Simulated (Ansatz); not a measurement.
Program: Ansatz. Geometries: PBE0-D4/def2-TZVP. ΔE: electronic, gas phase. CCSD(T)/CBS is the MP2 limit (def2-TZVPP, def2-QZVPP) plus CCSD(T) − MP2 in def2-TZVPP, frozen cores. This one scheme is used for every species. Functionals use def2-TZVPP. B3LYP here is the variant with VWN-RPA as its local correlation; programs differ in this. For Se outer-core shells are correlated without core-valence functions, which leaves a few kJ/mol of doubt a bond. Scalar relativity is left out up to krypton. One conformer a species, not always the lowest.

`O[SiH]([SiH3])[SeH]` + HCl → `O[SiH]([SiH3])Cl` + H₂Se  (ligand exchange at the Si–Se bond)

| level | ΔE (kcal/mol) |
| --- | --- |
| PBE-D4 | -7.2 |
| r2SCAN-D4 | -8.7 |
| B3LYP-D4 | -9.1 |
| r2SCAN | -8.9 |
| SCS-MP2/def2-TZVPP | -9.2 |
| MP2/def2-QZVPP | -8.2 |
| SCS-MP2/def2-QZVPP | -9.2 |
| CCSD/CBS(def2) | -8.9 |

**Question.** What does CCSD(T)/CBS give? (An estimate is asked.)

**Answer.** The calculation gave: -8.3 kcal/mol. The listed levels differ from it by 1.1, -0.4, -0.8, -0.6, -0.9, 0.1, -0.9, -0.6 kcal/mol.

Largest T1 diagnostic among the species: 0.012.

The D4 term adds +1.1 kcal/mol with B3LYP and +0.6 kcal/mol with PBE0; it sums over pairs of atoms, weighted by their polarisabilities, and B3LYP, whose exchange is more repulsive, gets the larger term. In def2-TZVPP, CCSD(T) changes the Hartree–Fock value by +3.9 kcal/mol (the triples alone add +0.6 kcal/mol) and MP2 by +4.2 kcal/mol.
